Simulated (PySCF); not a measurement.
Positional isomers: trisilane hydroxy+silyl. All species are isolated molecules in the gas phase. One relaxed conformer stands for each flexible species; it need not be the lowest. Strings in code marks are SMILES.

The LUMO from two functionals at the same geometries (PBE0-D3(BJ)/def2-TZVP), both in PySCF: PBE-D3(BJ)/def2-TZVP and PBE0-D3(BJ)/def2-TZVP. 

```tsv
species	PBE-D3(BJ)/def2-TZVP (eV)
`O[SiH2][SiH2][SiH2][SiH3]`	-1.43
`O[SiH2][SiH]([SiH3])[SiH3]` (H–O–Si–Si torsion 180°, O–Si–Si–Si torsion -62°)	-1.46
`O[Si@@H]([SiH3])[SiH2][SiH3]` (H–O–Si–Si torsion 56°, Si–Si–Si–Si torsion 172°)	-1.72
`O[Si]([SiH3])([SiH3])[SiH3]` (H–O–Si–Si torsion 60°)	-1.87
```

**Question.** What does PBE0-D3(BJ)/def2-TZVP give for each?

**Answer.** 
- `O[SiH2][SiH2][SiH2][SiH3]`: -0.60
- `O[SiH2][SiH]([SiH3])[SiH3]` (H–O–Si–Si torsion 180°, O–Si–Si–Si torsion -62°): -0.64
- `O[Si@@H]([SiH3])[SiH2][SiH3]` (H–O–Si–Si torsion 56°, Si–Si–Si–Si torsion 172°): -0.91
- `O[Si]([SiH3])([SiH3])[SiH3]` (H–O–Si–Si torsion 60°): -1.04
Over these rows, drawn at random from the members with no instability flagged (it was tested for open shells, ions and some series alone), PBE minus PBE0-D3(BJ): mean -0.82 eV, from -0.83 eV to -0.81 eV.
